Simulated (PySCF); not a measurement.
A run for PySCF: R-HF/STO-3G on FGaH2 (SMILES [F][GaH2]), a point of a bond scan (R = 1.556 Å).

```python
from pyscf import gto, scf, dft, mp
from pyscf.data.elements import chemcore

mol = gto.M(
    atom='''
    Ga   -0.15314797   -0.29827289    0.09911006
    H     0.62376958   -1.05783376    1.21321406
    H    -1.47626948   -0.60250567   -0.66151679
    F     0.62223187    1.21186655   -0.40267879
    ''',
    basis='sto-3g',
    charge=0, spin=0, verbose=3, max_memory=1800)
mf = scf.RHF(mol)
mf.conv_tol = 1e-8
mf.max_cycle = 100
mf.kernel()
if not mf.converged:
    mf = mf.newton().run(mf.mo_coeff, mf.mo_occ)
```

It printed:

```
converged SCF energy = -2000.05384963566
```

The calculation finished and met its thresholds.

Cost: roughly 0.18 core-seconds.
